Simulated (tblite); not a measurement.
C5H6F2OSi.
Numbering: `[O:1]=[C:2]1[SiH2:3][CH2:4][C@@:5]2([F:6])[CH2:7][C@@:8]12[F:9]` (hydrogens: H10, H11 on Si3; H12, H13 on C4; H14, H15 on C7)

Computed with GFN2-xTB (tblite), gas phase: L-BFGS steps from a force-field or distance-geometry start until the largest atomic force falls under 0.01 eV/Å.

Geometry at step 5:
```
atom  x, y, z in Å
O1      0.3478   -2.0166    1.8561
C2      0.2566   -1.1289    1.0528
Si3     1.6816   -0.1168    0.2197
C4      0.5174    1.3576   -0.0434
C5     -0.8220    0.7143   -0.2862
F6     -1.8759    1.5861   -0.3672
C7     -0.9680   -0.5605   -1.0412
C8     -1.0085   -0.5936    0.4681
F9     -2.1964   -0.8766    1.0751
H10     2.0438   -0.7328   -1.0599
H11     2.7750    0.1527    1.1292
H12     0.8067    2.0299   -0.8423
H13     0.4599    1.9464    0.8806
H14    -1.9020   -0.7606   -1.5258
H15    -0.1204   -0.9927   -1.5375
```

Question: Give the atomic forces at this geometry.

Answer: 
```json
{"atom": "O1", "Fx (eV/Å)": "-0.135", "Fy (eV/Å)": "-0.168", "Fz (eV/Å)": "0.269"}
{"atom": "C2", "Fx (eV/Å)": "0.015", "Fy (eV/Å)": "0.207", "Fz (eV/Å)": "-0.273"}
{"atom": "Si3", "Fx (eV/Å)": "0.031", "Fy (eV/Å)": "-0.120", "Fz (eV/Å)": "0.128"}
{"atom": "C4", "Fx (eV/Å)": "0.023", "Fy (eV/Å)": "0.035", "Fz (eV/Å)": "0.038"}
{"atom": "C5", "Fx (eV/Å)": "-0.129", "Fy (eV/Å)": "0.045", "Fz (eV/Å)": "0.256"}
{"atom": "F6", "Fx (eV/Å)": "0.194", "Fy (eV/Å)": "-0.145", "Fz (eV/Å)": "0.108"}
{"atom": "C7", "Fx (eV/Å)": "-0.016", "Fy (eV/Å)": "0.031", "Fz (eV/Å)": "-0.156"}
{"atom": "C8", "Fx (eV/Å)": "0.006", "Fy (eV/Å)": "-0.045", "Fz (eV/Å)": "0.271"}
{"atom": "F9", "Fx (eV/Å)": "0.166", "Fy (eV/Å)": "-0.037", "Fz (eV/Å)": "-0.115"}
{"atom": "H10", "Fx (eV/Å)": "0.206", "Fy (eV/Å)": "0.021", "Fz (eV/Å)": "0.088"}
{"atom": "H11", "Fx (eV/Å)": "0.118", "Fy (eV/Å)": "-0.003", "Fz (eV/Å)": "0.047"}
{"atom": "H12", "Fx (eV/Å)": "-0.110", "Fy (eV/Å)": "0.124", "Fz (eV/Å)": "-0.164"}
{"atom": "H13", "Fx (eV/Å)": "-0.071", "Fy (eV/Å)": "0.021", "Fz (eV/Å)": "-0.202"}
{"atom": "H14", "Fx (eV/Å)": "-0.347", "Fy (eV/Å)": "0.116", "Fz (eV/Å)": "-0.133"}
{"atom": "H15", "Fx (eV/Å)": "0.050", "Fy (eV/Å)": "-0.080", "Fz (eV/Å)": "-0.161"}
```

The largest, 0.39 eV/Å, acts on H14; the rms over all components is 0.143 eV/Å. The forces sum to zero within rounding, as they must for an isolated molecule in no field.

Question: Give the force on H14 in Eh/bohr and in nN.

Answer: 0.389 eV/Å ÷ 51.422 = 0.00757 Eh/bohr, and 0.389 eV/Å × 1.602 = 0.62 nN.

Question: How far is this geometry from the end of the optimisation?

Answer: 0.148 eV above it, and 0.246 Å rms away after alignment. The bonds farthest from their final lengths, with half the difference of the two atoms' forces along the bond (positive lengthens):

```csv
bond,now (Å),final (Å),force along bond (eV/Å)
Si3–C4,1.897,1.911,+0.07
C7–H14,1.071,1.080,+0.13
C7–C8,1.510,1.519,+0.21
Si3–H11,1.448,1.456,+0.02
C5–F6,1.370,1.363,-0.18
C4–H12,1.083,1.090,+0.08
```

The angle farthest from its final value is C2–C8–C7, 112.1° against 118.2°.

The cost below is that of the whole relaxation. The run took 0.45 s on one thread, Arm Neoverse V1 (aarch64), shared host with 32 logical CPUs at a one-minute load of 5.3.
